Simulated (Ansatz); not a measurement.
System: sum formula SiN3H5F, net charge -1, singlet state. It need not be the lowest isomer of its formula. Whether it binds its extra electron was not tested at this geometry. 
Coordinates optimised at B3LYP-D3(BJ)/def2-TZVP (Ansatz, an electronic-structure program):
```
Si
N 1 1.6374
H 2 1.0146 1 116.31
F 1 1.6471 2 108.40 3 173.80
N 1 1.7667 2 117.25 3 -65.68
H 5 1.0104 1 113.19 2 -36.01
H 5 1.0129 6 109.59 1 131.67
N 1 1.7850 2 124.54 3 58.32
H 8 1.0137 1 111.05 2 -70.30
H 8 1.0139 9 107.03 1 -122.14
```
Charge -1, spin multiplicity 1.

Basis-set convergence of Hartree-Fock and MP2 correlation energies (hartree) with Ansatz. Cores are frozen in the correlated levels unless marked. Spin-orbit coupling is left out. No relativistic terms. This anion needs diffuse functions, which these sets lack.

```json
[
 {"basis": "cc-pV(D+d)Z", "functions": "104", "E(HF)": "-554.76434", "E(corr, MP2)": "-0.80190"},
 {"basis": "cc-pV(T+d)Z", "functions": "229", "E(HF)": "…", "E(corr, MP2)": "…"}
]
```

### Question
Some entries are withheld; supply them.

### Answer

- cc-pV(T+d)Z, E(HF): -554.89244
- cc-pV(T+d)Z, E(corr, MP2): -1.03036
